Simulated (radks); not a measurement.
Values are calculated unless marked as measured or tabulated.
Initial-state core-level shifts of neutral ruthenium when its valence configuration changes from [Kr] 4d7 5s1. Level of theory: Dirac Kohn-Sham, BLYP, spin-unpolarised, spherical densities, finite nucleus; open shells are shared between the two j in proportion to 2j + 1; Fermi nuclear charge, rms radius 4.4809 fm (a radial shooting solver on a logarithmic mesh with Libxc functionals). Shifts are changes of the shell-averaged eigenvalues in eV (positive: less bound); the change of the density at the nucleus, which sets a Mossbauer isomer shift, is in e/bohr^3, on a base of 1.101e+05.

valence,2p,3p,3d,4p,density at nucleus
4d6 5s1 5p1,-5.083,-5.052,-5.067,-4.669,+5.18
4d7 5p1,-1.524,-1.543,-1.538,-1.598,-13.01
4d6 5s2,-3.562,-3.517,-3.535,-3.111,+18.97
4d8,+2.813,+2.802,+2.814,+2.568,-14.02
4d5 5s1 5p2,-10.589,-10.474,-10.513,-9.444,+11.44
4d5 5s2 5p1,-9.264,-9.136,-9.178,-8.116,+28.69
4d6.5 5p1.5,-3.890,-3.899,-3.901,-3.774,-12.10
4d7.5 5s0.5,+1.506,+1.498,+1.504,+1.362,-7.56
4d7 5s0.5 5p0.5,-0.807,-0.817,-0.814,-0.846,-6.20
